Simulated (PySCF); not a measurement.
F₂HSi (calculated)

Computed with PySCF 2.14.0. Calculation on a computer-drawn molecule: vertical ionisation energy to the stated ion spin, frozen-core CCSD(T) at the basis limit and cheaper methods, single-reference cases, UHF for radicals, no spin-orbit; all values are single points at the evaluated structure, the first of each entry, which is the reference or a displaced copy of it and isn't optimised; the reference structure only sets the zero of the energies above reference; triples share is (T) over the correlation energy.

Common to all runs: charge 1; multiplicity 1; ion multiplicity 2; diffuse functions no; basis cc-pV(n+d)Z; reference is the Hartree-Fock double-zeta minimum; best is HF at quadruple zeta + MP2 correlation extrapolated from triple and quadruple zeta + CCSD(T) minus MP2 at triple zeta; basis step is the size of the change from the same recipe one zeta lower.

(1) F₂HSi

Evaluated structure:
```xyz
4
F2HSi
F     -1.0787    -0.5131    -0.1965
Si    -0.3465    -1.5425    -0.8326
F     -0.8327    -2.0873    -2.0714
H      1.3559    -1.9135    -0.3550
```

Reference structure:
```xyz
4
F2HSi
F     -1.2018    -0.4842    -0.1544
Si    -0.2940    -1.4858    -0.8868
F     -0.8495    -2.1205    -2.1722
H      1.0232    -1.8162    -0.3890
```

- ionisation energy best: 21.14 eV
- ionisation energy basis step: 0.01082 eV
- energy above reference best: 32.87 kcal/mol
- energy above reference basis step: 1.513 kcal/mol
- ionisation energy Koopmans at triple zeta: 21.12 eV
- ionisation energy EOM CCSD at triple zeta: 21.14 eV
- total energy HF triple zeta: -488.2320 hartree
- total energy CCSD(T) triple zeta: -488.8474 hartree
- total energy best: -488.9639 hartree
- T1 diagnostic at triple zeta: 0.01281
- D1 diagnostic at triple zeta: 0.03577
- ion T1 diagnostic at triple zeta: 0.02008
- ion D1 diagnostic at triple zeta: 0.08566
- ion spin squared at triple zeta: 0.7522
- triples share at triple zeta: 0.02765
- basis functions triple zeta: 113

Drawn bonds:
```tsv
atom	other atom	order
1	2	1
2	3	1
2	4	1
```

Triple zeta:
```tsv
method	ionisation energy (eV)	energy above reference (kcal/mol)
HF	20.17	30.03
PBE	20.62	34.14
r2SCAN	20.7	32.74
B3LYP	20.97	33.42
wB97X	20.99	33.41
MP2	20.77	35.46
CCSD	21.04	32.74
CCSD(T)	21.01	33.39
```

(2) F₂HSi

Evaluated structure:
```xyz
4
F2HSi
F     -1.0787    -0.5131    -0.1965
Si    -0.3465    -1.5425    -0.8326
F     -0.8327    -2.0873    -2.0714
H      1.4067    -1.9245    -0.3408
```

Reference structure:
```xyz
4
F2HSi
F     -1.2018    -0.4842    -0.1544
Si    -0.2940    -1.4858    -0.8868
F     -0.8495    -2.1205    -2.1722
H      1.0232    -1.8162    -0.3890
```

- ionisation energy best: 20.91 eV
- ionisation energy basis step: 0.01021 eV
- energy above reference best: 37.2 kcal/mol
- energy above reference basis step: 1.499 kcal/mol
- ionisation energy Koopmans at triple zeta: 20.83 eV
- ionisation energy EOM CCSD at triple zeta: 20.91 eV
- total energy HF triple zeta: -488.2240 hartree
- total energy CCSD(T) triple zeta: -488.8404 hartree
- total energy best: -488.9570 hartree
- T1 diagnostic at triple zeta: 0.01293
- D1 diagnostic at triple zeta: 0.03586
- ion T1 diagnostic at triple zeta: 0.01953
- ion D1 diagnostic at triple zeta: 0.08109
- ion spin squared at triple zeta: 0.7519
- triples share at triple zeta: 0.02781
- basis functions triple zeta: 113

Drawn bonds:
```tsv
atom	other atom	order
1	2	1
2	3	1
2	4	1
```

Triple zeta:
```tsv
method	ionisation energy (eV)	energy above reference (kcal/mol)
HF	19.9	35.05
PBE	20.4	38.1
r2SCAN	20.47	37.05
B3LYP	20.74	37.7
wB97X	20.74	37.97
MP2	20.52	40.11
CCSD	20.81	37.16
CCSD(T)	20.78	37.72
```

(3) F₂HSi

Evaluated structure:
```xyz
4
F2HSi
F     -1.0787    -0.5131    -0.1965
Si    -0.3465    -1.5425    -0.8326
F     -0.8327    -2.0873    -2.0714
H      1.4482    -1.9336    -0.3291
```

Reference structure:
```xyz
4
F2HSi
F     -1.2018    -0.4842    -0.1544
Si    -0.2940    -1.4858    -0.8868
F     -0.8495    -2.1205    -2.1722
H      1.0232    -1.8162    -0.3890
```

* ionisation energy best: 20.73 eV
* ionisation energy basis step: 0.009186 eV
* energy above reference best: 40.81 kcal/mol
* energy above reference basis step: 1.48 kcal/mol
* ionisation energy Koopmans at triple zeta: 20.6 eV
* ionisation energy EOM CCSD at triple zeta: 20.73 eV
* total energy HF triple zeta: -488.2173 hartree
* total energy CCSD(T) triple zeta: -488.8347 hartree
* total energy best: -488.9513 hartree
* T1 diagnostic at triple zeta: 0.01303
* D1 diagnostic at triple zeta: 0.03595
* ion T1 diagnostic at triple zeta: 0.01915
* ion D1 diagnostic at triple zeta: 0.07789
* ion spin squared at triple zeta: 0.7517
* triples share at triple zeta: 0.02795
* basis functions triple zeta: 113

Drawn bonds:
```tsv
atom	other atom	order
1	2	1
2	3	1
2	4	1
```

Triple zeta:
```tsv
method	ionisation energy (eV)	energy above reference (kcal/mol)
HF	19.69	39.26
PBE	20.23	41.43
r2SCAN	20.29	40.65
B3LYP	20.55	41.28
wB97X	20.54	41.79
MP2	20.33	43.99
CCSD	20.62	40.84
CCSD(T)	20.6	41.34
```

(4) F₂HSi

Evaluated structure:
```xyz
4
F2HSi
F     -1.0787    -0.5131    -0.1965
Si    -0.3465    -1.5425    -0.8326
F     -0.8327    -2.0873    -2.0714
H      1.4539    -1.9348    -0.3276
```

Reference structure:
```xyz
4
F2HSi
F     -1.2018    -0.4842    -0.1544
Si    -0.2940    -1.4858    -0.8868
F     -0.8495    -2.1205    -2.1722
H      1.0232    -1.8162    -0.3890
```

* ionisation energy best: 20.7 eV
* ionisation energy basis step: 0.009013 eV
* energy above reference best: 41.3 kcal/mol
* energy above reference basis step: 1.477 kcal/mol
* ionisation energy Koopmans at triple zeta: 20.57 eV
* ionisation energy EOM CCSD at triple zeta: 20.7 eV
* total energy HF triple zeta: -488.2164 hartree
* total energy CCSD(T) triple zeta: -488.8339 hartree
* total energy best: -488.9505 hartree
* T1 diagnostic at triple zeta: 0.01305
* D1 diagnostic at triple zeta: 0.03596
* ion T1 diagnostic at triple zeta: 0.01911
* ion D1 diagnostic at triple zeta: 0.07749
* ion spin squared at triple zeta: 0.7517
* triples share at triple zeta: 0.02797
* basis functions triple zeta: 113

Drawn bonds:
```tsv
atom	other atom	order
1	2	1
2	3	1
2	4	1
```

Triple zeta:
```tsv
method	ionisation energy (eV)	energy above reference (kcal/mol)
HF	19.66	39.84
PBE	20.2	41.89
r2SCAN	20.27	41.14
B3LYP	20.53	41.77
wB97X	20.52	42.32
MP2	20.3	44.53
CCSD	20.6	41.34
CCSD(T)	20.58	41.83
```

(5) F₂HSi

Evaluated structure:
```xyz
4
F2HSi
F     -1.2042    -0.4912    -0.1576
Si    -0.2923    -1.5084    -0.8983
F     -0.8365    -2.1248    -2.1888
H      1.0343    -1.7942    -0.4152
```

Reference structure:
```xyz
4
F2HSi
F     -1.2018    -0.4842    -0.1544
Si    -0.2940    -1.4858    -0.8868
F     -0.8495    -2.1205    -2.1722
H      1.0232    -1.8162    -0.3890
```

* ionisation energy best: 23.09 eV
* ionisation energy basis step: 1.523 eV
* energy above reference best: 0.3793 kcal/mol
* energy above reference basis step: 0.0674 kcal/mol
* ionisation energy Koopmans at triple zeta: 23.79 eV
* ionisation energy EOM CCSD at triple zeta: 23.06 eV
* total energy HF triple zeta: -488.2789 hartree
* total energy CCSD(T) triple zeta: -488.9000 hartree
* total energy best: -489.0157 hartree
* T1 diagnostic at triple zeta: 0.01466
* D1 diagnostic at triple zeta: 0.04343
* ion T1 diagnostic at triple zeta: 0.03745
* ion D1 diagnostic at triple zeta: 0.1917
* ion spin squared at triple zeta: 0.7862
* triples share at triple zeta: 0.02917
* basis functions triple zeta: 113

Drawn bonds:
```tsv
atom	other atom	order
1	2	1
2	3	1
2	4	1
```

Triple zeta:
```tsv
method	ionisation energy (eV)	energy above reference (kcal/mol)
HF	22.7	0.6166
PBE	22	0.2292
r2SCAN	22.25	0.3545
B3LYP	22.55	0.3244
wB97X	22.82	0.3655
MP2	22.96	0.3223
CCSD	23.1	0.4036
CCSD(T)	22.96	0.3593
```

(6) F₂HSi

Evaluated structure:
```xyz
4
F2HSi
F     -1.1521    -0.5153    -0.1133
Si    -0.2916    -1.5032    -0.7929
F     -0.8991    -2.0829    -2.1620
H      1.3157    -1.8198    -0.3310
```

Reference structure:
```xyz
4
F2HSi
F     -1.2018    -0.4842    -0.1544
Si    -0.2940    -1.4858    -0.8868
F     -0.8495    -2.1205    -2.1722
H      1.0232    -1.8162    -0.3890
```

* ionisation energy best: 21.95 eV
* ionisation energy basis step: 0.04451 eV
* energy above reference best: 15.14 kcal/mol
* energy above reference basis step: 0.1205 kcal/mol
* ionisation energy Koopmans at triple zeta: 22.26 eV
* ionisation energy EOM CCSD at triple zeta: 21.95 eV
* total energy HF triple zeta: -488.2524 hartree
* total energy CCSD(T) triple zeta: -488.8763 hartree
* total energy best: -488.9922 hartree
* T1 diagnostic at triple zeta: 0.01499
* D1 diagnostic at triple zeta: 0.04388
* ion T1 diagnostic at triple zeta: 0.02996
* ion D1 diagnostic at triple zeta: 0.1412
* ion spin squared at triple zeta: 0.7702
* triples share at triple zeta: 0.02974
* basis functions triple zeta: 113

Drawn bonds:
```tsv
atom	other atom	order
1	2	1
2	3	1
2	4	1
```

Triple zeta:
```tsv
method	ionisation energy (eV)	energy above reference (kcal/mol)
HF	21.25	17.25
PBE	21.17	12.79
r2SCAN	21.33	14.47
B3LYP	21.61	14.59
wB97X	21.77	15.2
MP2	21.67	16.15
CCSD	21.9	15.57
CCSD(T)	21.81	15.25
```

(7) F₂HSi

Evaluated structure:
```xyz
4
F2HSi
F     -1.2033    -0.4856    -0.1602
Si    -0.2856    -1.4893    -0.8890
F     -0.8453    -2.1173    -2.1713
H      1.0228    -1.8176    -0.3866
```

Reference structure:
```xyz
4
F2HSi
F     -1.2018    -0.4842    -0.1544
Si    -0.2940    -1.4858    -0.8868
F     -0.8495    -2.1205    -2.1722
H      1.0232    -1.8162    -0.3890
```

- ionisation energy best: 23.13 eV
- ionisation energy basis step: 0.02325 eV
- energy above reference best: 0.101 kcal/mol
- energy above reference basis step: 0.01837 kcal/mol
- ionisation energy Koopmans at triple zeta: 23.81 eV
- ionisation energy EOM CCSD at triple zeta: 23.1 eV
- total energy HF triple zeta: -488.2797 hartree
- total energy CCSD(T) triple zeta: -488.9004 hartree
- total energy best: -489.0161 hartree
- T1 diagnostic at triple zeta: 0.01456
- D1 diagnostic at triple zeta: 0.0431
- ion T1 diagnostic at triple zeta: 0.03938
- ion D1 diagnostic at triple zeta: 0.2076
- ion spin squared at triple zeta: 0.7769
- triples share at triple zeta: 0.02907
- basis functions triple zeta: 113

Drawn bonds:
```tsv
atom	other atom	order
1	2	1
2	3	1
2	4	1
```

Triple zeta:
```tsv
method	ionisation energy (eV)	energy above reference (kcal/mol)
HF	22.73	0.08575
PBE	22.03	0.1342
r2SCAN	22.28	0.1115
B3LYP	22.59	0.09971
wB97X	22.85	0.09945
MP2	22.97	0.0828
CCSD	23.14	0.09623
CCSD(T)	22.99	0.09847
```

(8) F₂HSi

Evaluated structure:
```xyz
4
F2HSi
F     -1.2033    -0.4856    -0.1602
Si    -0.3445    -1.4249    -0.8422
F     -0.9042    -2.0529    -2.1245
H      0.9639    -1.7532    -0.3398
```

Reference structure:
```xyz
4
F2HSi
F     -1.2018    -0.4842    -0.1544
Si    -0.2940    -1.4858    -0.8868
F     -0.8495    -2.1205    -2.1722
H      1.0232    -1.8162    -0.3890
```

* ionisation energy best: 23.11 eV
* ionisation energy basis step: 0.01719 eV
* energy above reference best: 4.233 kcal/mol
* energy above reference basis step: 0.5927 kcal/mol
* ionisation energy Koopmans at triple zeta: 23.69 eV
* ionisation energy EOM CCSD at triple zeta: 23.08 eV
* total energy HF triple zeta: -488.2776 hartree
* total energy CCSD(T) triple zeta: -488.8935 hartree
* total energy best: -489.0095 hartree
* T1 diagnostic at triple zeta: 0.01351
* D1 diagnostic at triple zeta: 0.03944
* ion T1 diagnostic at triple zeta: 0.03636
* ion D1 diagnostic at triple zeta: 0.1917
* ion spin squared at triple zeta: 0.7711
* triples share at triple zeta: 0.02802
* basis functions triple zeta: 113

Drawn bonds:
```tsv
atom	other atom	order
1	2	1
2	3	1
2	4	1
```

Triple zeta:
```tsv
method	ionisation energy (eV)	energy above reference (kcal/mol)
HF	22.6	1.431
PBE	22.1	6.215
r2SCAN	22.33	4.517
B3LYP	22.62	4.755
wB97X	22.85	4.317
MP2	22.92	4.714
CCSD	23.09	3.933
CCSD(T)	22.97	4.431
```

(9) F₂HSi

Evaluated structure:
```xyz
4
F2HSi
F     -1.2033    -0.4856    -0.1602
Si    -0.2892    -1.4854    -0.8862
F     -0.8489    -2.1134    -2.1685
H      1.0192    -1.8137    -0.3838
```

Reference structure:
```xyz
4
F2HSi
F     -1.2018    -0.4842    -0.1544
Si    -0.2940    -1.4858    -0.8868
F     -0.8495    -2.1205    -2.1722
H      1.0232    -1.8162    -0.3890
```

- ionisation energy best: 23.13 eV
- ionisation energy basis step: 0.02122 eV
- energy above reference best: 0.0001935 kcal/mol
- energy above reference basis step: 0.02023 kcal/mol
- ionisation energy Koopmans at triple zeta: 23.81 eV
- ionisation energy EOM CCSD at triple zeta: 23.1 eV
- total energy HF triple zeta: -488.2801 hartree
- total energy CCSD(T) triple zeta: -488.9005 hartree
- total energy best: -489.0163 hartree
- T1 diagnostic at triple zeta: 0.0145
- D1 diagnostic at triple zeta: 0.04286
- ion T1 diagnostic at triple zeta: 0.03922
- ion D1 diagnostic at triple zeta: 0.207
- ion spin squared at triple zeta: 0.7753
- triples share at triple zeta: 0.02901
- basis functions triple zeta: 113

Drawn bonds:
```tsv
atom	other atom	order
1	2	1
2	3	1
2	4	1
```

Triple zeta:
```tsv
method	ionisation energy (eV)	energy above reference (kcal/mol)
HF	22.73	-0.1804
PBE	22.04	0.1551
r2SCAN	22.29	0.0321
B3LYP	22.59	0.03542
wB97X	22.86	0.007762
MP2	22.97	0.008955
CCSD	23.14	-0.02395
CCSD(T)	22.99	0.008751
```

(10) F₂HSi

Evaluated structure:
```xyz
4
F2HSi
F     -1.2033    -0.4856    -0.1602
Si    -0.0417    -1.7560    -1.0827
F     -0.6014    -2.3840    -2.3650
H      1.2667    -2.0843    -0.5803
```

Reference structure:
```xyz
4
F2HSi
F     -1.2018    -0.4842    -0.1544
Si    -0.2940    -1.4858    -0.8868
F     -0.8495    -2.1205    -2.1722
H      1.0232    -1.8162    -0.3890
```

* ionisation energy best: 20.95 eV
* ionisation energy basis step: 0.002946 eV
* energy above reference best: 49.93 kcal/mol
* energy above reference basis step: 2.407 kcal/mol
* ionisation energy Koopmans at triple zeta: 22.95 eV
* ionisation energy EOM CCSD at triple zeta: 20.87 eV
* total energy HF triple zeta: -488.1832 hartree
* total energy CCSD(T) triple zeta: -488.8214 hartree
* total energy best: -488.9367 hartree
* T1 diagnostic at triple zeta: 0.01976
* D1 diagnostic at triple zeta: 0.05961
* ion T1 diagnostic at triple zeta: 0.01718
* ion D1 diagnostic at triple zeta: 0.04341
* ion spin squared at triple zeta: 0.7562
* triples share at triple zeta: 0.03357
* basis functions triple zeta: 113

Drawn bonds:
```tsv
atom	other atom	order
1	2	1
2	3	1
2	4	1
```

Triple zeta:
```tsv
method	ionisation energy (eV)	energy above reference (kcal/mol)
HF	18.73	60.64
PBE	20.8	42.16
r2SCAN	20.74	48.11
B3LYP	20.84	47.27
wB97X	20.72	49.7
MP2	21	49.55
CCSD	20.57	51.78
CCSD(T)	20.71	49.66
```
